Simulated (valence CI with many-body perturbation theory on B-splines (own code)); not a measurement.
# Energy levels of Tc28+

Method: valence CI with perturbative core correlation (CI+MBPT): five valence electrons over a frozen Dirac-Fock core [Ne], a basis of 9 s, 9 p, 8 d, 6 f, 3 g, 1 h functions for each j, with the one-electron correlation potential Σ1, the two-electron term Σ2, the three-electron term Σ3, Breit, model QED; selected CI, second order for the rest, scaled by the run's own slope (own B-spline code, finite nucleus).

The last digits are not significant, and no measured levels were compared; by estimate large intervals hold to a few tenths of a per cent, small ones and those within an open d or f shell to about a per cent. Among the levels kept, up to 1700 cm⁻¹ of a level comes from second order outside the variational space, and about a tenth of that is noise between levels of different J, which matters for small intervals.

Levels 1 to 33 of 33, with energies above the lowest level, (3s^2 3p1/2^2 3p3/2) J=3/2. "Leading %" is the weight of the configuration and term that name the level; weights of strongly mixed levels are sums over their largest components and can fall short. In the jj column 3d3/2^4 stands for four electrons in 3d with j = 3/2. Lifetimes count E1, E2, E3, M1 and M2 decay at the calculated energies, and are blank where another channel may lead or the interval is too uncertain; long ones can be off by a factor of two.

```tsv
No.	Configuration	Term	J	E (cm⁻¹)	Leading %	Lifetime	g	Leading jj
1	3s2 3p3	4S°	3/2	0	44		1.527	3s^2 3p1/2^2 3p3/2 (92 %)
2	3s2 3p3	2D°	3/2	176890	51	8.32 μs	1.342	3s^2 3p1/2 3p3/2^2 (93 %)
3	3s2 3p3	2D°	5/2	222940	98	42.2 μs	1.197	3s^2 3p1/2 3p3/2^2 (98 %)
4	3s2 3p3	2P°	1/2	282250	97	6.81 μs	0.661	3s^2 3p1/2 3p3/2^2 (97 %)
5	3s2 3p3	2P°	3/2	459080	58	2.58 μs	1.257	3s^2 3p3/2^3 (95 %)
6	3s 3p4	4P	5/2	763030	75	140 ps	1.533	3s 3p1/2^2 3p3/2^2 (83 %)
7	3s 3p4	4P	3/2	846180	30	84.5 ps	1.228	3s 3p1/2^2 3p3/2^2 (44 %)
8	3s 3p4	4P	1/2	879230	57	48.8 ps	2.426	3s 3p1/2^2 3p3/2^2 (68 %)
9	3s2 3p2 3d	4F	3/2	928370	37	79.0 ps	1.044	3s^2 3p1/2^2 3d3/2 (50 %)
10	3s2 3p2 3d	4F	5/2	990330	41	56.2 ps	1.159	3s^2 3p1/2^2 3d5/2 (69 %)
11	3s 3p4	2D	3/2	997210	37	39.5 ps	1.061	3s 3p1/2 3p3/2^3 (46 %)
12	3s 3p4	2D	5/2	1032700	55	101 ps	1.250	3s 3p1/2 3p3/2^3 (60 %)
13	3s2 3p2 3d	2P	3/2	1055900	33	190 ps	1.046	3s^2 3p1/2 3p3/2 3d3/2 (69 %)
14	3s2 3p2 3d	4D	1/2	1065200	45	69.5 ps	0.604	3s^2 3p1/2 3p3/2 3d3/2 (72 %)
15	3s2 3p2 3d	2F	5/2	1080300	59	362 ps	0.941	3s^2 3p1/2 3p3/2 3d3/2 (80 %)
16	3s2 3p2 3d	4F	7/2	1109500	63	2.28 ns	1.151	3s^2 3p1/2 3p3/2 3d3/2 (64 %)
17	3s2 3p2 3d	4D	7/2	1125100	49	4.41 μs	1.287	3s^2 3p1/2 3p3/2 3d5/2 (84 %)
18	3s2 3p2 3d	4D	1/2	1142100	42	18.9 ps	0.914	3s 3p1/2 3p3/2^3 (30 %)
19	3s2 3p2 3d	4D	3/2	1160400	50	24.8 ps	1.137	3s^2 3p1/2 3p3/2 3d5/2 (33 %)
20	3s2 3p2 3d	4F	9/2	1166400	60		1.244	3s^2 3p1/2 3p3/2 3d5/2 (91 %)
21	3s2 3p2 3d	4D	5/2	1186500	28	17.1 ps	1.219	3s^2 3p1/2 3p3/2 3d5/2 (67 %)
22	3s 3p4	2P	3/2	1245100	30	3.43 ps	1.193	3s^2 3p1/2 3p3/2 3d3/2 (42 %)
23	3s2 3p2 3d	2G	7/2	1251000	57	38.6 ps	1.040	3s^2 3p1/2 3p3/2 3d5/2 (55 %)
24	3s2 3p2 3d	4P	5/2	1251800	42	4.73 ps	1.393	3s^2 3p1/2 3p3/2 3d3/2 (39 %)
25	3s2 3p2 3d	4P	1/2	1266500	45	4.77 ps	1.918	3s^2 3p1/2 3p3/2 3d3/2 (52 %)
26	3s2 3p2 3d	2P	3/2	1281900	34	4.71 ps	1.475	3s^2 3p1/2 3p3/2 3d5/2 (42 %)
27	3s2 3p2 3d	2P	1/2	1295500	34	12.2 ps	1.459	3s 3p3/2^4 (37 %)
28	3s2 3p2 3d	2D	3/2	1313500	72	14.4 ps	0.893	3s^2 3p1/2 3p3/2 3d5/2 (60 %)
29	3s2 3p2 3d	2D	5/2	1330500	55	4.50 ps	1.091	3s^2 3p1/2 3p3/2 3d5/2 (53 %)
30	3s2 3p2 3d	2F	7/2	1353400	48	311 ps	1.233	3s^2 3p3/2^2 3d5/2 (95 %)
31	3s2 3p2 3d	2G	9/2	1377600	60	5.69 μs	1.194	3s^2 3p3/2^2 3d5/2 (90 %)
32	3s2 3p2 3d	2P	1/2	1391500	48	5.48 ps	1.059	3s^2 3p1/2 3p3/2 3d5/2 (65 %)
33	3s2 3p2 3d	2P	1/2	1421600	41	4.01 ps	1.216	3s^2 3p3/2^2 3d3/2 (65 %)
```

The ionisation energy to 3s2 3p2 3P_0 of the next ion comes out as 1546.5 eV (NIST: 1559 ± 6 eV (semi-empirical), further off than twice its uncertainty). All 33 levels together are meant to be complete up to 1432700 cm⁻¹.
